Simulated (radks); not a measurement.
Results of a calculation; reference values are marked as such.
Q: Species: Ag+. Configuration: [Kr] 4d10 (the NIST ground configuration). Level of theory: scalar-relativistic Kohn-Sham, exchange-only LDA, spin-unpolarised, spherical densities, finite nucleus; Fermi nuclear charge, rms radius 4.5454 fm (a radial shooting solver on a logarithmic mesh with Libxc functionals). Some entries of the table are withheld. Estimate them.

orbital  occ.  eigenvalue (hartree)  r(max) (bohr)
1s          2                   (1)            (2)
2s          2             -137.1402         0.1141
2p          6             -123.1187        0.09116
3s          2             -25.31915         0.3331
3p          6             -20.71337         0.3261
3d         10             -13.42482         0.2735
4s          2              -3.74327         0.8216
4p          6              -2.40681         0.8758
4d         10              -0.53294            (3)
5s          0              -0.38962          2.379
5p          0                   (4)          3.075
5d          0              -0.06407          7.061
4f          0              -0.03177          15.44

A: 
(1) 1s eigenvalue (hartree): -929.8788
(2) 1s r(max) (bohr): 0.02018
(3) 4d r(max) (bohr): 1.038
(4) 5p eigenvalue (hartree): -0.20778
